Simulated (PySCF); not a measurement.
Fill in the blanks.

Compound: C5H3FOS.
InChI=1S/C5H3FOS/c6-4-3-8-2-1-5(4)7/h1-3H

| property | level | value |
| --- | --- | --- |
| point group | PBE0-D3(BJ)/def2-SVP | Cs |
| rotational constants A, B, C | PBE0-D3(BJ)/def2-SVP | ? |
| dipole moment | B3LYP/def2-SVPD | ? |
| HOMO energy | B3LYP/def2-SVPD | -6.97 eV |
| LUMO energy | B3LYP/def2-SVPD | -2.15 eV |
| lowest singlet excitation | TDDFT B3LYP/def2-SVPD | 3.75 eV (331 nm, f = 0.000) |
| strongest line among the 10 lowest singlet transitions | TDDFT B3LYP/def2-SVPD | ? |
| lowest triplet excitation (Tamm–Dancoff) | TDA B3LYP/def2-SVPD | 3.07 eV |
| static isotropic polarisability | B3LYP/def2-SVPD | 82.3 au |
| vertical ionisation energy | ΔSCF B3LYP/def2-SVPD | ? |
| vertical electron affinity | ΔSCF B3LYP/def2-SVPD | 0.15 eV |
| electronic spatial extent ⟨r²⟩ about the centre of nuclear charge | B3LYP/def2-SVPD | 1009 bohr² |
| 13C chemical shifts (computed TMS as zero) by class | GIAO B97-2/pcSseg-2 | 174.6 (1 C), 167.5 (1 C), 142.6 (1 C), 142.5 (1 C), 122.1 (1 C) ppm |
| 1H chemical shifts (computed TMS as zero) by class | GIAO B97-2/pcSseg-2 | 7.46 (1 H), 7.14 (1 H), 7.01 (1 H) ppm |
| isotropic shieldings of nuclei other than C and H, by class | GIAO B97-2/pcSseg-2 | -207 (1 O), 285 (1 F), 367 (1 S) ppm |

Gas-phase values; electronic properties from PySCF, density fitting. Isolated species at its PBE0-D3(BJ)/def2-SVP geometry, gas phase.

The dipole moment?

5.02 D.

What is the strongest line among the 10 lowest singlet transitions?

S2 at 4.71 eV (263 nm, f = 0.203).

What is the vertical ionisation energy?

9.03 eV.

Give the rotational constants A, B, C.

3.028, 1.604, 1.049 GHz.

The principal polarisabilities are 47.9, 84.0 and 115.0 au; their mean is the isotropic value. The rotational constants make it an asymmetric top with κ = (2B − A − C)/(A − C) = -0.44, nearer the prolate limit (−1). The polarisability is 12.20 Å³ as a volume (1 au = 0.148185 Å³), or 1.25 au for each of the 66 electrons. The dipole matches unit charges of opposite sign 1.05 Å apart (1 e·Å = 4.8032 D).
